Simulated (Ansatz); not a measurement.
Geometry optimisation, Ansatz, RKS BHLYP-D4/def2-SVP.

The input (input.yaml):

```yaml
crystal:
  periodic: [false, false, false]
  atoms:
    - { symbol: Ta, position_ang: [0.0, 0.0, 0.0] }
    - { symbol: F, position_ang: [2.28, 0.0, 0.0] }
    - { symbol: F, position_ang: [0.0, 0.0, 1.93] }
    - { symbol: F, position_ang: [0.0, 0.0, -1.93] }
    - { symbol: O, position_ang: [-1.01, 1.7493, 0.0] }
    - { symbol: H, position_ang: [-1.4859, 1.8638, 0.8834] }
    - { symbol: Cl, position_ang: [-1.235, -2.139, 0.0] }
    - { symbol: O, position_ang: [0.7315, -1.9161, -1.0843] }
    - { symbol: H, position_ang: [0.5066, -2.7266, -0.5252] }
    - { symbol: H, position_ang: [1.9139, -1.1338, -0.6416] }
basis:
  gaussian: { orbitals: def2-SVP }
hamiltonian:
  xc: { name: BHLYP }
  dispersion: d4
relax:
  f_tol: 0.15
  max_steps: 25
  restrain:
    - { distance: [0, 7], at: 3.22, k: 30.0 }
    - { distance: [9, 1], at: 2.12, k: 30.0 }
    - { distance: [0, 1], at: 1.93, k: 30.0 }
    - { distance: [9, 7], at: 1.01, k: 30.0 }
```

Run as:

```bash
$ ansatz run input.yaml --threads 4 --pin off --max-ram 5120MiB --backend cpu --events-out ev --progress --plain --runs-dir out
```

Problem. Where does it end, and by what steps?

Solution. The forces met the threshold. The restraints hold the end off the free minimum. After 23 steps the energy has fallen by 5.678 eV (the restraints' own energy left out); Cl7 moved furthest, 1.28 Å. Parted: Ta1–O8 (2.32 → 3.20 Å). Joined: O8–H10 (1.49 → 0.98 Å).

```csv
step,energy less start (eV),largest force component (eV/Å),accepted
0,0.0000,6.142,yes
1,-1.4791,4.878,yes
2,-2.9314,4.638,yes
3,-4.0249,4.442,yes
4,-4.8540,1.615,yes
5,-5.1807,1.415,yes
6,-5.3945,1.036,yes
7,-5.4523,1.837,yes
8,-5.4976,1.588,yes
9,-5.5683,1.025,yes
10,-5.6036,0.980,yes
11,-5.6350,0.982,yes
12,-5.6269,1.149,no
13,-5.6457,1.040,yes
14,-5.6518,1.108,yes
15,-5.6506,1.076,no
16,-5.6572,1.024,yes
17,-5.6636,1.063,yes
18,-5.6636,1.142,yes
19,-5.6703,1.163,yes
20,-5.6779,1.182,yes
21,-5.5700,2.883,no
22,-5.6693,1.193,no
23,-5.6783,1.149,yes
```

```xyz
10
Properties=species:S:1:pos:R:3
Ta -0.301 0.099 -0.064
F 1.588 0.265 -0.309
F 0.163 -0.816 1.514
F -0.404 0.354 -1.917
O -0.910 1.695 0.574
H -1.349 2.458 0.937
Cl -2.162 -1.276 -0.207
O 1.441 -2.442 -0.928
H 1.537 -2.918 -0.101
H 2.098 -1.720 -0.866
```

Run time: 82 s on 4 threads of Arm Neoverse V1, on a shared host, peak memory 0.39 GiB.
